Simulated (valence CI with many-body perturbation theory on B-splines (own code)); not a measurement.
**E1 line list for W43+**

Calculated by relativistic CI+MBPT: three valence electrons over a frozen Dirac-Fock core [Ar] 3d10, a basis of 11 s, 11 p, 9 d, 7 f, 5 g, 2 h, 1 i functions for each j, with the one-electron correlation potential Σ1, the two-electron term Σ2, the three-electron term Σ3, Breit, model QED; selected CI, second order for the rest (own B-spline code, finite nucleus).

The last digits are not significant, and no measured levels were compared; by estimate large intervals hold to a few tenths of a per cent, small ones and those within an open d or f shell to about a per cent.

Lines 101 to 150 of 272 in falling wavelength, among levels below 43.099 Ry, chosen from the strongest by gf and those to the six lowest levels. Wavelengths and rates use the calculated energies. Electric multipoles are in the length gauge, E1 and E2 with the static RPA response of the core. Weak lines are less certain than strong ones. Lines between different terms over intervals too small for the method are left out, as are lines whose strength nearly cancels. The highest levels of a list are the least certain.

Levels are named by their leading jj configuration (3d3/2^4 stands for four electrons in 3d with j = 3/2), which in mixed levels can hold well under half, so a name can repeat and another be missing. Letters in brackets count levels of one name in rising energy.

```csv
λ vac (nm),Upper,Lower,A (s⁻¹),S (a.u.) with core polarisation,S without
6.778,(4p1/2 4p3/2 4d3/2) J=7/2,(4s 4p1/2 4d5/2) J=7/2,3.72e+10,4.57e-02,4.85e-02
6.771,(4s 4p3/2 4d5/2) J=3/2 [b],(4s 4p3/2^2) J=1/2,3.36e+11,2.06e-01,2.17e-01
6.760,(4s 4p3/2 4d5/2) J=5/2 [b],(4s 4p3/2^2) J=3/2,6.84e+11,6.26e-01,6.62e-01
6.748,(4p1/2 4p3/2 4d5/2) J=5/2 [b],(4p1/2 4p3/2^2) J=3/2,7.70e+11,7.01e-01,7.41e-01
6.745,(4s 4p1/2 4d5/2) J=3/2,(4s 4p1/2 4p3/2) J=5/2,3.84e+10,2.33e-02,2.47e-02
6.745,(4s 4p1/2 4d5/2) J=5/2 [b],(4s 4p1/2 4p3/2) J=5/2,1.35e+11,1.22e-01,1.30e-01
6.731,(4s 4p1/2 4f5/2) J=5/2 [c],(4s 4p1/2 4d3/2) J=3/2 [b],3.46e+10,3.12e-02,3.27e-02
6.719,(4p1/2 4p3/2 4d5/2) J=5/2 [b],(4p1/2 4p3/2^2) J=5/2,9.69e+10,8.70e-02,9.22e-02
6.694,(4p1/2 4p3/2 4d3/2) J=5/2,(4s 4p1/2 4d5/2) J=3/2,6.54e+10,5.81e-02,6.13e-02
6.641,(4s 4p1/2 4f5/2) J=3/2,(4s 4p1/2 4d3/2) J=3/2 [b],6.24e+10,3.61e-02,3.81e-02
6.638,(4s 4p1/2 4f5/2) J=5/2 [a],(4s 4p1/2 4d3/2) J=5/2,3.71e+10,3.21e-02,3.40e-02
6.616,(4p1/2 4p3/2 4d5/2) J=7/2 [a],(4s 4p1/2 4d5/2) J=5/2 [b],7.12e+10,8.14e-02,8.61e-02
6.604,(4s 4p1/2 4f5/2) J=3/2,(4s 4p1/2 4d3/2) J=1/2,1.50e+11,8.52e-02,8.98e-02
6.547,(4s 4p1/2 4f7/2) J=5/2,(4s 4p1/2 4d3/2) J=3/2 [b],8.63e+10,7.17e-02,7.58e-02
6.533,(4s 4p3/2 4d5/2) J=5/2 [a],(4s^2 4d5/2) J=5/2,3.37e+11,2.78e-01,2.94e-01
6.509,(4s 4p3/2 4d5/2) J=7/2 [b],(4s 4p3/2^2) J=5/2,9.49e+11,1.03e+00,1.09e+00
6.452,(4s 4p1/2 4d5/2) J=3/2,(4s 4p1/2 4p3/2) J=3/2 [a],1.49e+11,7.90e-02,8.38e-02
6.451,(4s 4p1/2 4d5/2) J=5/2 [b],(4s 4p1/2 4p3/2) J=3/2 [a],2.18e+10,1.73e-02,1.83e-02
6.449,(4p1/2 4p3/2 4d5/2) J=3/2 [a],(4s 4p1/2 4d5/2) J=3/2,3.58e+11,1.89e-01,2.01e-01
6.444,(4p1/2 4p3/2 4d5/2) J=7/2 [a],(4s 4p1/2 4d5/2) J=7/2,5.39e+10,5.70e-02,6.04e-02
6.429,(4s 4p3/2^2) J=5/2,(4s^2 4p3/2) J=3/2,5.09e+11,4.00e-01,4.24e-01
6.417,(4s 4p3/2 4d5/2) J=3/2 [a],(4s^2 4d5/2) J=5/2,1.48e+11,7.71e-02,8.18e-02
6.406,(4p1/2 4p3/2 4d5/2) J=5/2 [a],(4s 4p1/2 4d5/2) J=5/2 [b],3.31e+11,2.57e-01,2.73e-01
6.399,(4s 4p1/2 4f5/2) J=5/2 [a],(4s 4p1/2 4d3/2) J=3/2 [a],7.01e+10,5.44e-02,5.71e-02
6.389,(4p1/2 4p3/2^2) J=3/2,(4s 4p1/2 4p3/2) J=1/2,5.66e+11,2.92e-01,3.09e-01
6.367,(4s 4p1/2 4f7/2) J=7/2 [a],(4s 4p1/2 4d3/2) J=5/2,4.65e+10,4.74e-02,4.99e-02
6.365,(4s 4p3/2 4d5/2) J=3/2 [b],(4s 4p3/2^2) J=5/2,2.56e+11,1.30e-01,1.38e-01
6.364,(4p1/2 4p3/2 4d5/2) J=9/2,(4s 4p1/2 4d5/2) J=7/2,3.27e+11,4.16e-01,4.41e-01
6.345,(4p1/2 4p3/2 4d3/2) J=5/2,(4s 4p1/2 4d5/2) J=5/2 [a],4.39e+10,3.32e-02,3.53e-02
6.333,(4p1/2 4p3/2^2) J=5/2,(4s 4p1/2 4p3/2) J=3/2 [b],4.48e+11,3.37e-01,3.57e-01
6.331,(4p1/2 4p3/2 4d3/2) J=3/2 [a],(4s 4p1/2 4d3/2) J=5/2,1.05e+11,5.26e-02,5.58e-02
6.307,(4s 4p3/2 4d3/2) J=3/2 [b],(4s^2 4d3/2) J=3/2,3.36e+11,1.66e-01,1.76e-01
6.307,(4p1/2 4p3/2^2) J=3/2,(4s 4p1/2 4p3/2) J=3/2 [b],1.48e+11,7.33e-02,7.78e-02
6.299,(4s 4p3/2 4d5/2) J=7/2 [a],(4s^2 4d5/2) J=5/2,3.04e+11,3.00e-01,3.18e-01
6.275,(4p1/2 4p3/2 4d5/2) J=7/2 [a],(4s 4p1/2 4d5/2) J=5/2 [a],4.76e+11,4.65e-01,4.92e-01
6.251,(4s 4p1/2 4f5/2) J=5/2 [c],(4s 4p1/2 4d3/2) J=5/2,1.53e+11,1.11e-01,1.17e-01
6.248,(4p1/2 4p3/2^2) J=1/2,(4s 4p1/2 4p3/2) J=1/2,1.34e+11,3.21e-02,3.41e-02
6.244,(4p1/2 4p3/2 4d5/2) J=5/2 [a],(4s 4p1/2 4d5/2) J=7/2,6.74e+10,4.86e-02,5.15e-02
6.238,(4s 4p3/2 4d5/2) J=5/2 [b],(4s 4p3/2^2) J=5/2,2.81e+11,2.02e-01,2.14e-01
6.218,(4p1/2 4p3/2 4d3/2) J=3/2 [b],(4s 4p1/2 4d3/2) J=3/2 [b],6.98e+10,3.31e-02,3.52e-02
6.186,(4p1/2 4p3/2 4d3/2) J=3/2 [b],(4s 4p1/2 4d3/2) J=1/2,1.63e+11,7.60e-02,8.06e-02
6.169,(4p1/2 4p3/2^2) J=1/2,(4s 4p1/2 4p3/2) J=3/2 [b],4.94e+11,1.14e-01,1.21e-01
6.158,(4s 4p1/2 4f7/2) J=7/2 [b],(4s 4p1/2 4d3/2) J=5/2,2.40e+11,2.21e-01,2.34e-01
6.156,(4p3/2^3) J=3/2,(4s 4p3/2^2) J=3/2,1.18e+12,5.45e-01,5.78e-01
6.136,(4s 4p1/2 4p3/2) J=3/2 [b],(4s^2 4p1/2) J=1/2,3.57e+11,1.63e-01,1.73e-01
6.126,(4p1/2^2 4p3/2) J=3/2,(4s 4p1/2^2) J=1/2,2.34e+11,1.06e-01,1.13e-01
6.125,(4p1/2 4p3/2 4d5/2) J=3/2 [a],(4s 4p1/2 4d5/2) J=5/2 [a],1.33e+11,6.02e-02,6.39e-02
6.118,(4s 4p1/2 4f5/2) J=5/2 [b],(4s 4p1/2 4d3/2) J=3/2 [a],4.03e+11,2.73e-01,2.89e-01
6.116,(4p1/2 4p3/2 4d3/2) J=1/2 [b],(4s 4p1/2 4d3/2) J=1/2,2.45e+11,5.53e-02,5.87e-02
6.114,(4p1/2 4p3/2 4d3/2) J=3/2 [a],(4s 4p1/2 4d3/2) J=3/2 [a],8.68e+10,3.92e-02,4.16e-02
```
